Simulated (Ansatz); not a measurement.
Born–Oppenheimer molecular dynamics of ClGeH3 (5 atoms, charge 0, multiplicity 1). It starts from a relaxed structure.

Theory: RKS B3LYP-D4/def2-SVP in Ansatz.

```yaml
ensemble: NVT, Langevin thermostat
time_step: 1 fs
steps_asked: 166
set_temperature: 300 K
friction: 0.001 /fs
seed: 952491
```

First frame:

```xyz
5
Properties=species:S:1:pos:R:3
Ge 0.000 0.000 -0.024
Cl 0.000 0.000 2.157
H 1.467 0.000 -0.487
H -0.733 1.270 -0.487
H -0.733 -1.270 -0.487
```

Q: How far do the bonds stretch over the last three quarters of this one trajectory? (Pairs bonded in most of those frames.)

A: 
```csv
bond,mean (Å),spread (Å),shortest,longest
Ge1–Cl2,2.184,0.016,2.15,2.21
Ge1–H3,1.540,0.012,1.52,1.56
Ge1–H4,1.544,0.038,1.48,1.61
Ge1–H5,1.543,0.049,1.46,1.63
```

Mean temperature of the second half: 117 K. The mean temperature of the second half is 61 % below the set value. A run of 0.17 ps of so small a system gives no equilibrium averages.

Time of the run: 4.6 min on 1 thread of Arm Neoverse V2, with other jobs on the host, peak memory 0.12 GiB.
